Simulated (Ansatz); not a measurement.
(1) Predict a relaxed structure of FeBr₂, charge 0, quintet, at PBE-D4/def2-TZVP (Ansatz).

## Answers

(1) 
Cartesian coordinates in Å:
```
Fe 0.000 0.001 0.001
Br 1.923 0.809 -0.891
Br -1.923 -0.810 0.891
```
Point group D∞h (tolerance 0.1 Å). The metal has 2 neighbours: Br 2.27 Å, Br 2.27 Å. This is one stationary point.
